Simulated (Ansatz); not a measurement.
Species: sum formula SiHBr (charge 0, singlet). 
Geometry from a B3LYP-D3(BJ)/def2-TZVP (Ansatz, a first-principles code) optimisation:
```
Si
H 1 1.5241
Br 1 2.2668 2 94.17
```
Charge 0, spin multiplicity 1.

Wanted: vertical electron affinity (to the doublet state of charge -1; a negative value means that the extra electron is unbound and the number depends on the basis; each state is the SCF solution reached for its spin; for the singlet the Hartree-Fock reference is unstable and T1 is 0.015), in eV. Valence correlation only, unless marked. UHF or UKS for open shells. No spin-orbit coupling. The frozen core is the preceding noble-gas configuration, with the filled d and f shells of earlier blocks. No relativistic terms. Anions need diffuse functions: def2-D sets add few. CBS(X,Y): correlation extrapolated as X^-3; Hartree-Fock from the larger set.

| level | program | vertical electron affinity (eV) |
|---|---|---|
| B3LYP/def2-TZVPD | Ansatz | 1.19 |
| BHLYP/def2-TZVPD | Ansatz | 1.12 |
| MP2/CBS(def2-TZVPPD,def2-QZVPPD) | Ansatz | 1.16 |
| SCS-MP2/def2-TZVPPD | Ansatz | 0.97 |

**Question.** What does CCSD(T)/CBS(def2-TZVPPD,def2-QZVPPD) (Ansatz) give?

**Answer.** 1.20 eV
